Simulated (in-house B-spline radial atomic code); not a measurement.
Binding energies in Ru⁺

NIST's tabulated ground configuration is [Kr] 4d7; each binding energy is the energy of the ion with one electron taken from that subshell, relaxed, less that of the parent. All numbers are computed (Dirac-Hartree-Fock, average of configuration; Fermi nucleus of rms radius 4.4809 fm) with an all-electron radial atomic-structure program (B-spline basis), not measured. Energies include first-order Breit, QED and recoil terms.

```json
{"subshell": "1s", "X-ray name": "K", "binding energy (eV)": "22133.6", "-ε (eV)": "22258.1", "relaxation (eV)": "61.2"}
{"subshell": "2s", "X-ray name": "L1", "binding energy (eV)": "3247", "-ε (eV)": "3285.6", "relaxation (eV)": "32.5"}
{"subshell": "2p1/2", "X-ray name": "L2", "binding energy (eV)": "2984.8", "-ε (eV)": "3026.3", "relaxation (eV)": "35.5"}
{"subshell": "2p3/2", "X-ray name": "L3", "binding energy (eV)": "2855.8", "-ε (eV)": "2894.6", "relaxation (eV)": "34.7"}
{"subshell": "3s", "X-ray name": "M1", "binding energy (eV)": "604.9", "-ε (eV)": "619.0", "relaxation (eV)": "13.2"}
{"subshell": "3p1/2", "X-ray name": "M2", "binding energy (eV)": "502.7", "-ε (eV)": "517.0", "relaxation (eV)": "13.5"}
{"subshell": "3p3/2", "X-ray name": "M3", "binding energy (eV)": "480.2", "-ε (eV)": "493.8", "relaxation (eV)": "13.1"}
{"subshell": "4s", "X-ray name": "N1", "binding energy (eV)": "97.3", "-ε (eV)": "101.23", "relaxation (eV)": "3.79"}
{"subshell": "4p1/2", "X-ray name": "N2", "binding energy (eV)": "65.06", "-ε (eV)": "68.44", "relaxation (eV)": "3.28"}
{"subshell": "4p3/2", "X-ray name": "N3", "binding energy (eV)": "61.72", "-ε (eV)": "64.87", "relaxation (eV)": "3.10"}
{"subshell": "4d", "X-ray name": "N4,5", "binding energy (eV)": "16.17", "-ε (eV)": "17.80", "relaxation (eV)": "1.64"}
```

Relaxation = -ε minus the binding energy without Breit, QED and recoil terms.

Emission lines follow as differences of binding energies, with λ = 12398.42 eV·Å / E:

```
 line       holes  energy (eV)  wavelength (Å)
 K-L3  1s → 2p3/2      19277.8         0.64314
 K-L2  1s → 2p1/2      19148.8         0.64748
 K-M3  1s → 3p3/2      21653.4         0.57259
L1-M3  2s → 3p3/2       2766.8          4.4811
L3-M1  2p3/2 → 3s       2250.9          5.5082
```

What screening constant σ does Moseley's law, E = (3/4)·13.6057 eV·(Z - σ)², need for K-L3?

σ = 0.54.

Moseley's non-relativistic formula needs a falling, then negative, screening constant for heavy elements, because relativity binds the 1s electron more strongly than the formula allows.

What does it cost to remove both a 1s and a 2p1/2 electron?

25304 eV, which is 185.7 eV more than the two single binding energies together.

What does it cost to remove both a 2s and a 3p1/2 electron?

3794 eV, which is 44.26 eV more than the two single binding energies together.

What does it cost to remove both a 4s and a 4d electron?

127.27 eV, which is 13.81 eV more than the two single binding energies together.
